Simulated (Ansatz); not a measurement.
A structure relaxed at PBE0-D4/def2-TZVP, charge 0, multiplicity 1:

```xyz
7

C     0.8956    0.0712    0.1432
O     0.0351   -1.0315    0.2709
Sn   -1.8883   -1.2524   -0.0185
Br   -2.4705    1.1206   -0.7334
H     1.6804   -0.1592   -0.5851
H     0.3725    0.9764   -0.1835
H     1.3753    0.2749    1.1064
```

Question: Give its formula and SMILES.

Answer: CH3BrOSn, `C[O][Sn][Br]`.

Question: Point group (tolerance 0.08 Å, 0.16 Å for H)?

Answer: Cs.

Question: Summarise the bond lengths by kind.

Answer: 1 × C–O 1.405 Å; 3 × C–H 1.095 Å; 1 × O–Sn 1.958 Å; 1 × Br–Sn 2.546 Å.

Results of the Gaussian-basis code of Ansatz.
